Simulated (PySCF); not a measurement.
# TaO₂Br, singlet: molecular constants

Level of theory: PySCF, PBE0, basis Ta def2-SVP with ECP60, O def2-SVP, Br def2-SVP (scalar-relativistic core potentials, no spin–orbit coupling, density fitting).

The structure is a minimum.

```xyz
4
charge 0 multiplicity 1, angstrom
Ta   -0.5205    0.0000   -0.3258
O    -1.3836    1.3722    0.2620
O    -1.3836   -1.3722    0.2620
Br    1.7533    0.0000    0.6386
```

| Property | Result |
| --- | --- |
| Point group | Cs |
| Bond lengths | Ta–Br 2.470 Å, Ta–O 1.724 Å (×2) |
| Bond angles | Br–Ta–O 109.1° (×2), O–Ta–O 105.5° |
| Zero-point energy | 17.3 kJ/mol |
| Lowest empty level | -4.00 eV |
| Entropy at 298.15 K and 1 bar | 331.8 J/(mol K) |
| Dipole moment | 5.51 D |
| Principal polarisabilities | 36.8, 51.5, 68.0 bohr³ |
| Principal quadrupole moments (Buckingham, traceless) about the centre of mass | -7.94, -6.99, 14.93 D Å |
| Heat capacity Cp at 298.15 K | 66.3 J/(mol K) |
| Rotational constants | 0.2128, 0.04148, 0.03766 cm⁻¹ |
| Highest occupied level | -8.43 eV |
| Rotational symmetry number | 1 |
| Enthalpy at 298.15 K above 0 K | 15.68 kJ/mol |
| Atomisation energy without zero-point energy | 1790 kJ/mol |

Harmonic modes (masses in u: Ta 180.948, O 15.995, Br 78.918):
| symmetry | ω (cm⁻¹) | IR (km/mol) |
| --- | --- | --- |
| a' | 141 | 28.5 |
| a'' | 156 | 0.3 |
| a' | 262 | 31.5 |
| a' | 354 | 13.0 |
| a'' | 962 | 189 |
| a' | 1015 | 95.8 |

Charges (e):
```json
{"atom": "Ta1", "Mulliken": "0.97", "Löwdin": "0.16", "polar tensor": "1.98", "Mayer order to Ta1": "–"}
{"atom": "O2,3", "Mulliken": "-0.34", "Löwdin": "-0.13", "polar tensor": "-0.76", "Mayer order to Ta1": "2.25"}
{"atom": "Br4", "Mulliken": "-0.30", "Löwdin": "0.11", "polar tensor": "-0.47", "Mayer order to Ta1": "1.10"}
```

Mulliken populations on Ta1 (electrons outside its core potential): s 2.37, p 6.29, d 3.18, f 0.18.

Outer orbital energies (eV). occupied: -10.85, -10.73, -10.57, -9.99, -9.77, -8.84, -8.77, -8.43; empty: -4.00, -2.20, -1.00, -0.37.

Formally Ta is in oxidation state +5, d0. The polar-tensor charge on Ta, 1.98, is far below the formal one.

Other isomers or separated fragments may lie lower. Spin–orbit coupling, left out here, can matter for elements this heavy.

The final relaxation and frequency run took roughly 120 core-seconds on a shared host.
